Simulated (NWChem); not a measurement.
Sb, quartet

Program: NWChem. Spin-unrestricted. Medium grid unless said otherwise, to which SCAN and Minnesota functionals are sensitive. No stability test was run on the SCF state. def2 effective core potentials on Sb; no spin-orbit coupling.

### Question
Order these by “highest occupied level (eV)”, lowest first: BP86/def2-SVP; M05-2X/def2-SVP; BLYP/def2-SVP; MN15/def2-SVP; B3LYP/def2-SVP.

### Answer
M05-2X/def2-SVP (-7.60), MN15/def2-SVP (-6.86), B3LYP/def2-SVP (-6.07), BP86/def2-SVP (-5.46), BLYP/def2-SVP (-5.04)
